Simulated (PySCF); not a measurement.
Does the answer move with the share of exact exchange?

Species: B2F3H3Si.
Z-matrix (Å and degrees, PBE0-D3(BJ)/def2-SVP geometry), rows numbered from 1:
```
F 
B   1  1.3202
Si  2  2.0393  1  120.44
B   3  2.0333  2  106.91  1   -89.27
F   4  1.3188  3  123.11  2   100.76
F   4  1.3194  3  120.39  2   -76.97
H   2  1.2139  1  116.89  3  -177.74
H   3  1.4970  2  109.15  1   154.04
H   3  1.4950  2  112.64  1    31.67
```

PySCF, pcSseg-2 basis, density fitting, gas phase, PBE0-D3(BJ)/def2-SVP geometry. One functional is left out:

| functional | exact exchange (%) | HOMO energy (eV) | LUMO energy (eV) | dipole moment (D) |
| --- | --- | --- | --- | --- |
| B97-D | 0 | -7.00 | -2.93 | 0.992 |
| BLYP | 0 | -6.91 | -2.96 | 1.026 |
| BP86 | 0 | -7.10 | -3.16 | 0.984 |
| LDA | 0 | -7.11 | -3.38 | 1.071 |
| OPBE | 0 | -6.96 | -2.95 | 0.940 |
| PBE | 0 | -7.00 | -3.12 | 0.991 |
| B3LYP | 20 | -8.12 | -2.40 | 1.172 |
| B97-2 | 21 | -8.06 | -2.18 | 1.138 |
| PBE0 | 25 | -8.31 | -2.20 | 1.163 |
| BHandHLYP | 50 | -9.55 | -1.20 | 1.350 |

**Question.** Predict the row of mPW1PW91 (25 % exact exchange) by straight lines through the other rows, and check it.

**Answer.** 
```json
{"property": "HOMO energy (eV)", "line": "-8.30", "computed": "-8.34", "computed − line": "-0.04", "PBE0 (25 %), for comparison": "-8.31"}
{"property": "LUMO energy (eV)", "line": "-2.14", "computed": "-2.20", "computed − line": "-0.06", "PBE0 (25 %), for comparison": "-2.20"}
{"property": "dipole moment (D)", "line": "1.176", "computed": "1.165", "computed − line": "-0.011", "PBE0 (25 %), for comparison": "1.163"}
```

**Question.** Which of these properties follows the share of exact exchange most closely, and which least?

**Answer.** Most closely the HOMO energy, least the dipole moment; the correlations over the tabulated rows are HOMO energy -0.997, LUMO energy 0.977, dipole moment 0.960. The HOMO energy moves by -0.511 eV for every 10 %. Functionals with the same share still differ in their other parts: at 0 % BLYP and LDA differ by 0.20 eV in it.
